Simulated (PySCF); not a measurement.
A calculated (UHF, PySCF 2.14, x2c-SVPall, the spin-free X2C one-electron Hamiltonian (Gaussian nucleus)) atom or ion has these occupied shells.

```json
{"shell": "1s", "electrons": "2", "orbital energy (eV)": "-26840.6", "rms radius, mean of both spins (bohr)": "0.0349"}
{"shell": "2s", "electrons": "2", "orbital energy (eV)": "-4071.0", "rms radius, mean of both spins (bohr)": "0.142"}
{"shell": "2p", "electrons": "6", "orbital energy (eV)": "-3648.5", "rms radius, mean of both spins (bohr)": "0.127"}
{"shell": "3s", "electrons": "2", "orbital energy (eV)": "-796.90", "rms radius, mean of both spins (bohr)": "0.381"}
{"shell": "3p", "electrons": "6", "orbital energy (eV)": "-654.24", "rms radius, mean of both spins (bohr)": "0.383"}
{"shell": "3d", "electrons": "10", "orbital energy (eV)": "-430.73", "rms radius, mean of both spins (bohr)": "0.363"}
{"shell": "4s", "electrons": "2", "orbital energy (eV)": "-129.12", "rms radius, mean of both spins (bohr)": "0.941"}
{"shell": "4p", "electrons": "6", "orbital energy (eV)": "-84.809", "rms radius, mean of both spins (bohr)": "1.04"}
{"shell": "4d", "electrons": "10", "orbital energy (eV)": "-19.664", "rms radius, mean of both spins (bohr)": "1.39"}
{"shell": "5s", "electrons": "2", "orbital energy (eV)": "-7.649", "rms radius, mean of both spins (bohr)": "3.32"}
```

(1) Name the element and its charge.

Answers

(1) Cd (cadmium, neutral), in [Kr] 4d10 5s2, closed-shell 1S.
